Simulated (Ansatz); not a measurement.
One change: `C[O][GaH][CH3]` becomes `CBOC`.

Ansatz, PBE0-D4/def2-TZVP geometries, multiplicity 1. Each molecule was computed in one conformer, which needn't be the lowest.

Scalar relativity is left out up to krypton.

```json
{"property": "LUMO energy (ωB97M-V/def2-TZVPP) / eV", "`C[O][GaH][CH3]`": "0.90"}
{"property": "LUMO energy (B3LYP/def2-TZVPP) / eV", "`C[O][GaH][CH3]`": "-1.04"}
{"property": "ideal-gas entropy at 298 K and 1 bar (rigid rotor, harmonic PBE0-D4/def2-TZVP) / J/(mol·K)", "`C[O][GaH][CH3]`": "355"}
{"property": "HOMO–LUMO gap (PBE/def2-TZVPP) / eV", "`C[O][GaH][CH3]`": "4.65"}
{"property": "HOMO–LUMO gap (B3LYP/def2-TZVPP) / eV", "`C[O][GaH][CH3]`": "6.38"}
{"property": "zero-point energy (PBE0-D4/def2-TZVP) / kJ/mol", "`C[O][GaH][CH3]`": "220.8"}
```

**Question.** Give the same properties after the change, and the shifts. (Best estimate.)

**Answer.** The calculation gave: 
```tsv
property	`CBOC`	shift
LUMO energy (ωB97M-V/def2-TZVPP) / eV	2.07	1.17
LUMO energy (B3LYP/def2-TZVPP) / eV	-0.01	1.03
ideal-gas entropy at 298 K and 1 bar (rigid rotor, harmonic PBE0-D4/def2-TZVP) / J/(mol·K)	310	-45
HOMO–LUMO gap (PBE/def2-TZVPP) / eV	6.14	1.49
HOMO–LUMO gap (B3LYP/def2-TZVPP) / eV	8.16	1.78
zero-point energy (PBE0-D4/def2-TZVP) / kJ/mol	241.7	20.9
```

With PBE0 the HOMO falls by 0.73 eV and the LUMO rises by 1.00 eV, so the gap widens by about 1.73 eV. PBE moves the HOMO by -0.71 eV and ωB97M-V by -0.71 eV. Modes under 60 cm⁻¹, often nearly free rotors, make the harmonic entropy too high.

B3LYP here is the variant with VWN-RPA as its local correlation; programs differ in this.
